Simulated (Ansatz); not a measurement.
Mulliken charges of Cl3H3Si2 (`Cl[SiH2][SiH](Cl)Cl`) from r2SCAN/def2-TZVPP in Ansatz (PBE0-D4/def2-TZVP geometry).

```tsv
atom	x (Å)	y (Å)	z (Å)	charge (e)
Cl1	-0.459	0.128	2.610	-0.242
Si2	-0.094	0.921	0.747	0.361
Si3	0.245	-0.847	-0.744	0.499
Cl4	-1.463	-1.971	-0.848	-0.220
Cl5	0.657	-0.038	-2.584	-0.228
H6	1.114	1.778	0.825	-0.057
H7	-1.267	1.723	0.324	-0.050
H8	1.360	-1.752	-0.386	-0.063
```

Problem. By hand: the dipole of these point charges (1 e Å = 4.8032 D).

Solution. Σ q r = (0.286, 0.244, 0.004) e Å, of length 0.376 e Å = 1.81 D.

Problem. How does the dipole of the full density compare? (Best estimate.)

Solution. Ansatz gave: (0.146, 0.138, 0.012) e Å, 0.97 D; the point charges give 1.87 times that, at 4° from its direction.

Point charges leave out the atoms' own dipoles, such as those of lone pairs, and Mulliken's split depends on the basis, so the two needn't agree.
